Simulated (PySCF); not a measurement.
**Electronic structure of Rh⁺ (rhodium, charge +1) at the PBE0 level**

Configuration: [Kr] 4d8, high-spin 3F determinant. Computed with PySCF 2.14 in def2-QZVPPD with the def2 core potential (28 electrons), with scalar relativity through the core potential.

- Total energy: -110.2024 hartree
- One-electron energy: -188.9994 hartree
- Hartree (Coulomb) energy: 90.0292 hartree
- Exchange-correlation energy: -11.2322 hartree
- ⟨S²⟩: 2.0016
- ⟨L²⟩: 12.021
- Sum of ⟨r⟩: 21.00 bohr
- Sum of ⟨r²⟩: 33.42 bohr²

```tsv
shell	electrons	mean orbital energy (hartree)	spread (hartree)	rms radius, mean of both spins (bohr)
4s α	1	-3.58220	0	1.05
4s β	1	-3.50875	0	1.05
4p α	3	-2.33713	0	1.17
4p β	3	-2.25375	0	1.17
4d α	5	-0.58159	0.03553	1.70
4d β	3	-0.53653	0	1.70
```

Energies and moments cover only the electrons outside the core potential.
